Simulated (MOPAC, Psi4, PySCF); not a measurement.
Two rigid molecules brought together: H8Ge3 ··· HF (SMILES [GeH3][GeH2][GeH3] and F). Monomers: optimised at B3LYP-D3(BJ) (def2-TZVP), held rigid. Orientation: a higher rigid-body minimum at GFN2-xTB. The monomers approach along the line of their centres of mass (distance R); nothing else relaxes.

Geometry at R = 2.74 Å (first 11 atoms: monomer A):
```
13

Ge     1.9078     0.7317    -0.0091
Ge     0.1805    -0.9857    -0.1186
Ge    -2.0409    -0.0041     0.0965
H      3.3132     0.1196    -0.1488
H      1.7025     1.7551    -1.1406
H      1.8260     1.4734     1.3373
H      0.4021    -2.0130     1.0101
H      0.2847    -1.7383    -1.4606
H     -2.2805     1.0067    -1.0395
H     -2.1589     0.7381     1.4399
H     -3.1365    -1.0836     0.0333
F     -0.1696     0.5376    -2.6239
H     -0.1859     0.6136    -3.5451
```

- PM6, restricted, heats of formation (MOPAC)
- PBE/def2-TZVP, counterpoise-corrected (Psi4)
- RMP2/6-31G* = restricted MP2 (frozen core)/6-31G*, spherical d, no counterpoise correction run with PySCF 2.14.0
- RKS-B3LYP/6-31G* = restricted B3LYP/6-31G*, spherical d, no counterpoise correction in PySCF
- HF/aug-cc-pVTZ, counterpoise-corrected (Psi4)

Interaction energies in kcal/mol (negative: bound); R is the distance of the centres of mass, d the H8···F12 distance.

```json
[
 {"R / Å": "2.35", "d / Å": "2.36", "PM6": "5.66", "PBE/def2-TZVP": "8.27", "RMP2/6-31G*": "4.58", "RKS-B3LYP/6-31G*": "3.27", "HF/aug-cc-pVTZ": "11.56"},
 {"R / Å": "2.50", "d / Å": "2.45", "PM6": "3.69", "PBE/def2-TZVP": "4.97", "RMP2/6-31G*": "1.35", "RKS-B3LYP/6-31G*": "0.35", "HF/aug-cc-pVTZ": "7.58"},
 {"R / Å": "2.74", "d / Å": "2.60", "PM6": "1.62", "PBE/def2-TZVP": "1.85", "RMP2/6-31G*": "-1.50", "RKS-B3LYP/6-31G*": "-2.16", "HF/aug-cc-pVTZ": "3.67"},
 {"R / Å": "2.96", "d / Å": "2.74", "PM6": "0.58", "PBE/def2-TZVP": "0.43", "RMP2/6-31G*": "-2.57", "RKS-B3LYP/6-31G*": "-3.02", "HF/aug-cc-pVTZ": "1.74"},
 {"R / Å": "3.13", "d / Å": "2.86", "PM6": "0.16", "PBE/def2-TZVP": "-0.13", "RMP2/6-31G*": "-2.81", "RKS-B3LYP/6-31G*": "-3.14", "HF/aug-cc-pVTZ": "0.88"},
 {"R / Å": "3.48", "d / Å": "3.13", "PM6": "-0.13", "PBE/def2-TZVP": "-0.53", "RMP2/6-31G*": "-2.50", "RKS-B3LYP/6-31G*": "-2.67", "HF/aug-cc-pVTZ": "0.06"},
 {"R / Å": "3.78", "d / Å": "3.36", "PM6": "-0.14", "PBE/def2-TZVP": "-0.53", "RMP2/6-31G*": "-1.92", "RKS-B3LYP/6-31G*": "-2.00", "HF/aug-cc-pVTZ": "-0.16"},
 {"R / Å": "4.27", "d / Å": "3.77", "PM6": "-0.09", "PBE/def2-TZVP": "-0.36", "RMP2/6-31G*": "-1.03", "RKS-B3LYP/6-31G*": "-1.01", "HF/aug-cc-pVTZ": "-0.20"},
 {"R / Å": "4.98", "d / Å": "4.39", "PM6": "-0.05", "PBE/def2-TZVP": "-0.15", "RMP2/6-31G*": "-0.34", "RKS-B3LYP/6-31G*": "-0.29", "HF/aug-cc-pVTZ": "-0.13"},
 {"R / Å": "5.95", "d / Å": "5.27", "PM6": "-0.03", "PBE/def2-TZVP": "-0.05", "RMP2/6-31G*": "-0.10", "RKS-B3LYP/6-31G*": "-0.06", "HF/aug-cc-pVTZ": "-0.06"},
 {"R / Å": "7.22", "d / Å": "6.47", "PM6": "-0.02", "PBE/def2-TZVP": "-0.02", "RMP2/6-31G*": "-0.04", "RKS-B3LYP/6-31G*": "-0.03", "HF/aug-cc-pVTZ": "-0.03"}
]
```

Lowest grid point: PM6 -0.14 kcal/mol at R = 3.78 Å; PBE/def2-TZVP -0.53 kcal/mol at R = 3.48 Å; RMP2/6-31G* -2.81 kcal/mol at R = 3.13 Å; RKS-B3LYP/6-31G* -3.14 kcal/mol at R = 3.13 Å; HF/aug-cc-pVTZ -0.20 kcal/mol at R = 4.27 Å.
